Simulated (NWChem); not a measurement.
System: ZnIF; SMILES [F][Zn][I]

Program: NWChem. def2 effective core potentials on I; no spin-orbit coupling. Each level has its own optimisation; frequencies are unscaled.

| level | r F–Zn (Å) | r I–Zn (Å) | highest harmonic frequency (cm⁻¹) | lowest (cm⁻¹) | zero-point energy (kcal/mol) |
|---|---|---|---|---|---|
| BLYP/def2-SVP (core potentials) | … | … | … | … | 1.6 |
| Hartree-Fock/3-21G (all-electron, non-relativistic) | 1.704 | 2.542 | 790 | 69 | 1.6 |
| PBE0/def2-SVP (core potentials) | 1.742 | 2.409 | 704 | 109 | 1.5 |

Question: Fill in the missing entries.

Answer: 
- BLYP/def2-SVP (core potentials), r F–Zn (Å): 1.759
- BLYP/def2-SVP (core potentials), r I–Zn (Å): 2.442
- BLYP/def2-SVP (core potentials), highest harmonic frequency (cm⁻¹): 675
- BLYP/def2-SVP (core potentials), lowest (cm⁻¹): 104
